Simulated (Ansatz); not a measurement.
H₇NOSi₂, SMILES `N[SiH2]O[SiH3]`, relaxed with RKS PBE-D4/def2-SVP in Ansatz from a rough embedded geometry. The force threshold is 0.03 eV/Å; the program also tests the step.

Total charge 0; spin multiplicity 1.

Start:

```xyz
11

N     1.328   -1.576   -0.983
Si    0.686   -0.040   -0.956
O    -0.239   -0.068    0.367
Si   -1.285    0.899    1.264
H     1.854   -1.754   -0.174
H     0.623   -2.280   -1.050
H     1.765    0.923   -0.792
H    -0.157    0.121   -2.143
H    -2.327    1.367    0.370
H    -1.785    0.257    2.429
H    -0.463    2.150    1.668
```

```
step  energy (eV)  largest force (eV/Å)  largest move (Å)
   1  -19388.1519                 2.561             0.000
   2  -19388.6538                 1.132             0.161
   3  -19388.7444                 0.421             0.200
   4  -19388.7452                 0.392             0.127
   5  -19388.7572                 0.120             0.071
   6  -19388.7595                 0.038             0.060
   7  -19388.7597                 0.010             0.018
```

End:

```xyz
11

N     1.402   -1.680   -1.029
Si    0.662   -0.126   -0.889
O    -0.341    0.033    0.454
Si   -1.337    1.074    1.297
H     2.132   -1.951   -0.365
H     0.827   -2.490   -1.275
H     1.766    0.886   -0.767
H    -0.171    0.086   -2.120
H    -2.487    1.534    0.439
H    -1.878    0.344    2.493
H    -0.576    2.288    1.765
```

Hardware: 4 threads of a server CPU on a shared host. Wall time 6 s, peak host memory 0.16 GiB.
